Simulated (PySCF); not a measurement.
## Tb: ionisation energy

Tb [Xe] 4f9 6s2 [4f5/2^6 4f7/2^3, M_J = 15/2] → Tb+ [Xe] 4f9 6s1 [4f5/2^6 4f7/2^3 6s1/2^1, M_J = 8], as a difference of total energies. All numbers are calculated (PySCF 2.14, the two-component X2C-1e Hamiltonian, in x2c-TZVPPall-2c (11s11p10d4f2g, 140 functions)). Correlated levels: [Ar] 3d10 frozen; the 18 highest virtual spinors dropped. "Screened" scales the spin-orbit matrix elements by Boettger's factors to mimic the two-electron term; Breit and QED terms are absent.

```
                    method  ionisation energy (eV)
           GHF (spin-free)                   4.784
          GMP2 (spin-free)                   5.746
 GHF (screened spin-orbit)                   4.786
GMP2 (screened spin-orbit)                   5.749
```

Task: How much does correlation contribute at GMP2 (screened spin-orbit)?

Result: 5.749 − (4.786) = 0.963 eV, measured against GHF (screened spin-orbit).

The spin-free rows relax to the high-spin LS determinant and lack the spin-orbit shift.

The labels give the starting determinants; with spin-orbit coupling the two ends relaxed to ⟨J²⟩ = 63.78, ⟨L²⟩ = 30.57, ⟨S²⟩ = 8.64 and ⟨J²⟩ = 72.02, ⟨L²⟩ = 30.55, ⟨S²⟩ = 11.85.

For comparison: 5.864 eV (measured; NIST Atomic Spectra Database, ionization energies).
